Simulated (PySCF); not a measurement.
**From a computed spectrum to the compound**

A species of 5 atoms with charge -1 has these harmonic modes (PBE0, small Gaussian bases with core potentials, PySCF 2.14.0):

```csv
cm⁻¹,km/mol,symmetry
123,0.0,e
123,0.0,e
160,44.2,t2
160,44.2,t2
160,44.2,t2
505,79.3,t2
505,79.3,t2
505,79.3,t2
515,0.0,a1
```

Which species is it, and in which structure?

[TlF4]− (singlet):
```xyz
5

Tl    0.0000    0.0000    0.0000
F     1.1963    1.1963    1.1963
F    -1.1963   -1.1963    1.1963
F     1.1963   -1.1963   -1.1963
F    -1.1963    1.1963   -1.1963
```
Ideal gas at 298.15 K and 1 bar: S = 342.4 J/(mol K), Cp = 93.8 J/(mol K), H − H(0 K) = 20.8 kJ/mol (rigid rotor, harmonic modes, spin degeneracy alone). 
 This is one of several that fit.
